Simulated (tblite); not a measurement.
C₅H₈F₃NSi.
Cartesian coordinates in Å at the GFN2-xTB level; atoms count from 1:
```
atom  x, y, z in Å
C1     1.7064   -2.2056   -0.5548
N2     1.4370   -1.0746   -1.0068
Si3    1.5197    0.5381   -0.4247
C4    -0.2561    1.1764   -0.6047
C5    -0.9620    1.8510    0.5302
C6    -1.4454    0.5198    0.0396
C7    -1.2951   -0.6796    0.9165
F8    -1.2555   -1.8334    0.2235
F9    -0.1947   -0.6670    1.6847
F10   -2.3352   -0.8072    1.7664
H11    1.5286   -3.0807   -1.1749
H12    2.1133   -2.3979    0.4409
H13    2.3384    1.2051   -1.4342
H14    1.9994    0.8199    0.9315
H15   -0.4756    1.5816   -1.5843
H16   -0.4702    1.8765    1.4915
H17   -1.5832    2.7132    0.3378
H18   -2.3784    0.4707   -0.5100
```

All values are computed: GFN2-xTB (tblite) harmonic vibrations without scaling, gas phase. Against measured fundamentals such values can be off by several per cent, at times by over 20. Modes of hydrogen on silicon can be 10 to 20 % off. One conformer, not necessarily the lowest.

Harmonic wavenumbers (cm⁻¹): 43.7, 66.2, 79.0, 119.1, 149.0, 198.2, 239.2, 263.6, 279.8, 379.8, 411.6, 458.7, 478.2, 517.5, 552.5, 581.6, 596.9, 657.2, 722.2, 761.1, 790.6, 805.9, 875.3, 959.2, 992.0, 1002.9, 1026.6, 1032.4, 1044.9, 1074.4, 1082.4, 1108.7, 1140.4, 1193.5, 1220.5, 1302.5, 1402.4, 1447.2, 1476.5, 1772.9, 2233.4, 2289.6, 2894.2, 2979.4, 3045.7, 3054.4, 3085.5, 3096.2.

A = 1597, B = 1036, C = 749.5 MHz; mass 167.038 u (most abundant isotopes); point group C1, symmetry number 1.

Task: Zero-point energy?

Result: Half the sum of the wavenumbers: 26492 cm⁻¹ = 75.75 kcal/mol.

Task: What is S at 273.15 K and 1 bar for an ideal gas of classical rigid rotors and harmonic oscillators?

Result: Translation 40.84, rotation 29.68, vibration 31.17: S = 101.7 cal/(mol K).

Task: And Cp and H(273.15 K) − H(0)?

Result: Cp = 40.49 cal/(mol K), of which vibrations give 32.54 (their classical limit is 48 R = 95.4); H(273.15 K) − H(0) = 6.67 kcal/mol without the zero-point energy, 4.50 from vibrations.

Task: How do the functions run with temperature in this model?

Result: 
```json
{"T (K)": "100", "S (cal/(mol K))": "72.7", "Cp (cal/(mol K))": "20.4", "H − H(0) (kcal/mol)": "1.40", "G − H(0) (kcal/mol)": "-5.88", "ln q(vib)": "2.10"}
{"T (K)": "200", "S (cal/(mol K))": "90.4", "Cp (cal/(mol K))": "32.0", "H − H(0) (kcal/mol)": "4.02", "G − H(0) (kcal/mol)": "-14.07", "ln q(vib)": "5.16"}
{"T (K)": "300", "S (cal/(mol K))": "105.6", "Cp (cal/(mol K))": "43.5", "H − H(0) (kcal/mol)": "7.80", "G − H(0) (kcal/mol)": "-23.89", "ln q(vib)": "8.20"}
{"T (K)": "500", "S (cal/(mol K))": "132.4", "Cp (cal/(mol K))": "61.4", "H − H(0) (kcal/mol)": "18.42", "G − H(0) (kcal/mol)": "-47.76", "ln q(vib)": "14.16"}
{"T (K)": "800", "S (cal/(mol K))": "164.9", "Cp (cal/(mol K))": "76.8", "H − H(0) (kcal/mol)": "39.39", "G − H(0) (kcal/mol)": "-92.55", "ln q(vib)": "22.43"}
{"T (K)": "1000", "S (cal/(mol K))": "182.8", "Cp (cal/(mol K))": "83.0", "H − H(0) (kcal/mol)": "55.40", "G − H(0) (kcal/mol)": "-127.36", "ln q(vib)": "27.41"}
```

q(vib) and H(0) count from the zero-point level.

Task: What must be added to the electronic energy to get the Gibbs energy at 273.15 K and 1 bar?

Result: ZPE + [H(273.15 K) − H(0)] − T·S = 75.75 + 6.67 − 27.77 = 54.65 kcal/mol.

Hindered rotation and anharmonicity are outside this model. Other conformers, if any are populated, would add a mixing term that is left out. The structure is chiral; the term R ln 2 for an equal mix with its mirror image is left out.
